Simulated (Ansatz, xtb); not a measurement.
**A geometry optimisation of ClH6NOSi2 with r2SCAN-D4/def2-SVP**

The starting geometry of this gas-phase singlet was built from a drawn formula by distance geometry and a force field; its bonds are those of `[O-][NH2+][SiH2][SiH2]Cl`.

```xyz
11

Cl   -1.9067   -1.6038   -2.7753
N    -1.7007   -1.2672    1.2239
O    -2.9169   -0.7977    1.5099
Si   -0.7660   -0.1078    0.2387
Si   -1.8127    0.2015   -1.8338
H    -1.1374   -1.4368    2.0938
H    -1.6602   -2.1215    0.7271
H     0.5262   -0.7347    0.0616
H    -0.5321    1.0802    1.0164
H    -3.1333    0.7935   -1.7243
H    -0.9665    1.0858   -2.6138
```

Where would you expect an optimisation with r2SCAN-D4/def2-SVP to take it?

It rearranges to `NO[SiH2][SiH2]Cl`. Contacts that open: N2–Si4 (1.79 → 2.50 Å). Contacts that close: O3–Si4 (2.59 → 1.69 Å).

The energy falls by 1.87 eV over 21 steps:

| step | E − E(last) (eV) |
| --- | --- |
| 1 | 1.874 |
| 3 | 1.397 |
| 5 | 1.183 |
| 8 | 0.955 |
| 10 | 0.783 |
| 12 | 0.488 |
| 14 | 0.113 |
| 17 | 0.001 |
| 19 | 0.000 |
| 21 | 0.000 |

Final geometry (Å):

```
atom    x (Å)    y (Å)    z (Å)
  Cl  -2.2803  -1.7055  -2.3276
   N  -1.5157  -1.9615   1.0417
   O  -1.7096  -0.5796   1.4463
  Si  -0.7995   0.3251   0.3449
  Si  -1.7780   0.2506  -1.7963
   H  -1.2929  -2.4360   1.9216
   H  -2.4564  -2.2833   0.7926
   H   0.6301  -0.1026   0.3215
   H  -0.8958   1.7348   0.8356
   H  -3.0406   1.0491  -1.8105
   H  -0.8673   0.8006  -2.8455
```

From the same start GFN2-xTB reaches the same bonding as this run.

The end wasn't checked by frequencies. Run with Ansatz 0.2.0, 38 s on 2 threads of Intel(R) Xeon(R) 6975P-C (Granite Rapids) (shared host).
